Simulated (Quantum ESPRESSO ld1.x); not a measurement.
Results of a calculation; reference values are marked as such.
Q: Radial electron density D(r) = 4 pi r^2 rho(r) of an atom or ion with 25 electrons. Level of theory: scalar-relativistic Kohn-Sham, PBEsol, spin-unpolarised, spherical densities, point nucleus (ld1.x of Quantum ESPRESSO 7.5).

r (bohr)  D(r) (e/bohr)
0.00573           3.942
0.006564          4.930
0.007521          6.127
0.008686          7.653
0.009951          9.360
0.0114            11.34
0.01306           13.59
0.01496           16.09
0.01714           18.78
0.01964           21.57
0.0225            24.33
0.02578           26.88
0.02954           29.03
0.03384           30.57
0.03877           31.32
0.04442           31.19
0.05089           30.20
0.0583            28.58
0.0668            26.72
0.07653           25.14
0.08768           24.41
0.1004            24.94
0.1151            26.81
0.1318            29.65
0.1523            32.78
0.1745            34.71
0.1999            34.65
0.229             32.12
0.2623            27.47
0.3006            21.85
0.3443            16.80
0.3945            13.65
0.452             12.90
0.5178            13.99
0.5933            15.63
0.6797            16.47
0.7787            15.74
0.8922            13.50
1.022             10.43
1.171             7.350
1.342             4.869
1.537             3.186
1.761             2.192
2.018             1.638
2.312             1.290
2.67             0.9860
3.058            0.7111
3.504            0.4605
4.014            0.2624
4.599            0.1305
5.269           0.05622
6.037           0.02073
6.916          0.006408
7.924          0.001624
9.078         0.0003286

What is the nuclear charge?

A: Z = 26. The innermost maximum, from 1s, lies near gamma/Z bohr with gamma = sqrt(1 - (Z/c)^2) = 0.982, here 0.0378 bohr (found: 0.0407), and its height grows with Z. The density is that of the iron ion Fe+ in [Ar] 3d5 4s1.5 4p0.5; the configuration itself is not fixed sharply by these data, and Z only to about a unit. D(r) has 3 maxima, at r = 0.0407, 0.186, 0.685 bohr, and minima at 0.0891, 0.441 bohr, inside which lie 2.12, 10.64 electrons.
